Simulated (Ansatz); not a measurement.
MoNF3, relaxed as a singlet with RKS PBE-D4/def2-SVP in Ansatz, starting from the GFN2-xTB geometry. Force threshold 0.02 eV/Å.

In the def2 sets Mo takes a core potential; there is no spin–orbit coupling. The restricted singlet is unstable towards broken spin symmetry in Hartree–Fock (as tested in another run); at PBE-D4/def2-SVP this wasn't settled.

Start:

Cartesian coordinates in Å:
```
Mo -0.082 -0.025 0.023
N 1.485 0.453 -0.430
F 0.008 -0.110 1.808
F -0.291 -1.605 -0.790
F -1.121 1.287 -0.611
```

(1) Estimate the energy that the relaxation releases and the steps that it takes.

(2) Does the start keep its bonding and symmetry?

(3) Predict the relaxed structure.

Answers

(1) 28.2 kJ/mol, in 5 steps; 5 s on 4 threads of Arm Neoverse V1 on a shared host. No frequencies were taken in this run, so the end may be a saddle point.

(2) By distances, no bond broke or formed. The bond that changes most is Mo1–F3, from 1.79 to 1.85 Å (atoms count from 1). Point group C3v at the start, C3v at the end, both within 0.05 Å.

(3) 
```
atom   x (Å)   y (Å)   z (Å)
 Mo1  -0.040  -0.012   0.012
  N2   1.472   0.449  -0.427
  F3   0.012  -0.112   1.861
  F4  -0.295  -1.651  -0.815
  F5  -1.149   1.326  -0.631
```
Bond lengths: 3 × F–Mo 1.85 Å; 1 × Mo–N 1.64 Å.
